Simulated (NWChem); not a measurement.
System: CH5FOSi2; SMILES F[SiH2][SiH2]C=O

The following NWChem deck was run.

```
start job
memory heap 200 mb stack 900 mb global 1100 mb
geometry units angstroms noautosym nocenter noautoz
  O      0.998071    -2.332500     0.504626
  C      0.523837    -1.800911    -0.466175
  Si    -0.970873    -0.576506    -0.297311
  Si    -0.164892     1.458230     0.552986
  F      0.897545     2.068694    -0.525103
  H      0.957517    -1.989449    -1.487799
  H     -1.626851    -0.366095    -1.624752
  H     -1.943158    -1.160827     0.674414
  H      0.546588     1.244560     1.845171
  H     -1.264435     2.450252     0.733746
end
basis spherical
  * library def2-svp
end
dft
  xc xpbe96 cpbe96
  iterations 150
end
cosmo
  do_cosmo_smd true
  solvent water
end
task dft energy
```

Output (shortened):

```
             Northwest Computational Chemistry Package (NWChem) 7.3.0
             --------------------------------------------------------

                             Geometry "geometry" -> ""
                             -------------------------

 Output coordinates in angstroms (scale by  1.889725989 to convert to a.u.)

  No.       Tag          Charge          X              Y              Z
 ---- ---------------- ---------- -------------- -------------- --------------
    1 O                    8.0000     0.99807100    -2.33250000     0.50462600
    2 C                    6.0000     0.52383700    -1.80091100    -0.46617500
    3 Si                  14.0000    -0.97087300    -0.57650600    -0.29731100
    4 Si                  14.0000    -0.16489200     1.45823000     0.55298600
    5 F                    9.0000     0.89754500     2.06869400    -0.52510300
    6 H                    1.0000     0.95751700    -1.98944900    -1.48779900
    7 H                    1.0000    -1.62685100    -0.36609500    -1.62475200
    8 H                    1.0000    -1.94315800    -1.16082700     0.67441400
    9 H                    1.0000     0.54658800     1.24456000     1.84517100
   10 H                    1.0000    -1.26443500     2.45025200     0.73374600

 Effective nuclear repulsion energy (a.u.)     270.0062946697

  pbe96 is a nonlocal functional; adding pw91lda local functional.

                                 NWChem DFT Module
                                 -----------------

 Summary of "ao basis" -> "ao basis" (spherical)
 ------------------------------------------------------------------------------
       Tag                 Description            Shells   Functions and Types
 ---------------- ------------------------------  ------  ---------------------
 O                          def2-svp                 6       14   3s2p1d
 C                          def2-svp                 6       14   3s2p1d
 Si                         def2-svp                 8       18   4s3p1d
 F                          def2-svp                 6       14   3s2p1d
 H                          def2-svp                 3        5   2s1p

 in cosmo_initialize ...
 calling solv_data for solv:h2o

 solvent parameters
 solvname_short: h2o
 solvname_long:  water
 dielec:       78.4000
 dielecinf:     1.7769
 aqueous SMD model solvent descriptors
 dielec:       78.4000
 sola:          0.8200

[...]

                                COSMO-SMD solvation results
                                ---------------------------

             internal energy in gas <Psi(g)|H|Psi(g)> =      -794.304219430851
         internal energy in solvent <Psi(s)|H|Psi(s)> =      -794.302575693856
                               delta internal energy  =         0.001643736995 (    1.03 kcal/mol)
   total free energy in solvent <Psi(s)|H+V/2|Psi(s)> =      -794.311468544066
 polarization energy contribution <Psi(s)|V/2|Psi(s)> =        -0.008892850210 (   -5.58 kcal/mol)
    total free energy in solvent including G(SMD-CDS) =      -794.302564025088
                       G(SMD-CDS) energy contribution =         0.008904518978 (    5.59 kcal/mol)
     1 M fixed-concentration free energy of solvation =         0.001655405763 (    1.04 kcal/mol)

                       DFT Final Molecular Orbital Analysis
                       ------------------------------------

 Vector   26  Occ=2.000000D+00  E=-3.003061D-01
              MO Center= -1.6D-01,  1.6D+00,  6.8D-01, r^2= 3.2D+00
   Bfn.  Coefficient  Atom+Function         Bfn.  Coefficient  Atom+Function
  ----- ------------  ---------------      ----- ------------  ---------------
    99     -0.303282  10 H  s                94      0.295541   9 H  s
    68      0.229832   5 F  px              100     -0.207885  10 H  s
    95      0.205555   9 H  s                54      0.185208   4 Si px
    69     -0.181571   5 F  py               71     -0.164214   5 F  px
    70      0.136103   5 F  pz               72      0.130076   5 F  py

 Vector   27  Occ=2.000000D+00  E=-2.660670D-01
              MO Center= -4.2D-01,  4.1D-01,  1.4D-01, r^2= 3.9D+00
   Bfn.  Coefficient  Atom+Function         Bfn.  Coefficient  Atom+Function
  ----- ------------  ---------------      ----- ------------  ---------------
    55     -0.217736   4 Si py               37      0.216605   3 Si py
    69     -0.206702   5 F  py               40      0.199115   3 Si py
    36      0.170362   3 Si px               94     -0.163787   9 H  s
    31      0.154289   3 Si s                72      0.153379   5 F  py
    56     -0.145696   4 Si pz               84     -0.143204   7 H  s

 Vector   28  Occ=2.000000D+00  E=-2.064616D-01
              MO Center=  5.3D-01, -1.8D+00, -3.7D-02, r^2= 2.8D+00
   Bfn.  Coefficient  Atom+Function         Bfn.  Coefficient  Atom+Function
  ----- ------------  ---------------      ----- ------------  ---------------
     4      0.362414   1 O  px                7      0.286104   1 O  px
     6     -0.284080   1 O  pz               79     -0.263281   6 H  s
     5     -0.236108   1 O  py               31      0.213150   3 Si s
     9     -0.209698   1 O  pz               80     -0.208287   6 H  s
     8     -0.190398   1 O  py               37     -0.167340   3 Si py

 Vector   29  Occ=0.000000D+00  E=-1.006112D-01
              MO Center=  3.7D-01, -1.5D+00, -1.1D-01, r^2= 3.0D+00
   Bfn.  Coefficient  Atom+Function         Bfn.  Coefficient  Atom+Function
  ----- ------------  ---------------      ----- ------------  ---------------
    19      0.345836   2 C  py               22      0.325946   2 C  py
     5     -0.307115   1 O  py               18      0.307572   2 C  px
     8     -0.302286   1 O  py               21      0.280655   2 C  px
     4     -0.264037   1 O  px               90      0.253960   8 H  s
     7     -0.252418   1 O  px               57      0.204916   4 Si px

[...]
```

Level: PBE/def2-SVP, SMD on the gas-phase geometry. Geometry: optimised at PBE0/def2-SVP. Solvent: water.
